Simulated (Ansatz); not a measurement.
An input meant for the cluster B5H3 (charge 0, triplet).

```yaml
crystal:
  periodic: [false, false, false]
  atoms:
    - {symbol: B, position_ang: [-0.262262, 0.504648, -0.141950]}
    - {symbol: B, position_ang: [0.366065, -0.973642, 0.457154]}
    - {symbol: B, position_ang: [0.506779, 0.946459, -1.612223]}
    - {symbol: B, position_ang: [0.958863, -0.388816, -0.917685]}
    - {symbol: B, position_ang: [-0.931228, 0.075051, 1.187669]}
    - {symbol: H, position_ang: [0.385773, 1.877755, -2.361503]}
    - {symbol: H, position_ang: [-1.540096, -0.117028, 2.203518]}
    - {symbol: H, position_ang: [0.516106, -1.924417, 1.185020]}
basis:
  gaussian: {orbitals: def2-mTZVPP}
magnetization: {spin_polarized: true, initial_magnetization: 2}
hamiltonian: {xc: {name: B3LYP-D3}, dispersion: d4}
scf: {omitted_lower_state_checks: [starts]}
```

```sh
$ ansatz run in.yaml --threads 4 --pin off --events-out ev --progress --plain --max-ram 3916MiB
```

Output, abridged:

```
Error: YAML parse error: error: line 15 column 19: hamiltonian.xc: no functional is named "B3LYP-D3"; the names, which are not case-sensitive, are SVWN5, SPW92, PBE, PBE0, PBEsol, revPBE, revPBE0, RPBE, rPW86-PBE, HSE06, wPBEh, LC-wPBE, HISS, HF, BLYP, B3LYP, B3LYP5, BHLYP, CAM-B3LYP, r2SCAN, r2SCANh, r2SCAN0, r2SCAN50, m-r2SCAN, B97, wB97, wB97X, wB97X-V, B97M-V, wB97M-V, B2PLYP, B2GP-PLYP, PBE0-DH, PBE-QIDH
13 |   gaussian: {orbitals: def2-mTZVPP}
14 | magnetization: {spin_polarized: true, initial_magnetization: 2}
15 | hamiltonian: {xc: {name: B3LYP-D3}, dispersion: d4}
16 | scf: {omitted_lower_state_checks: [starts]}
```

In this input the method's name isn't one that the program takes here. The program refused the input.
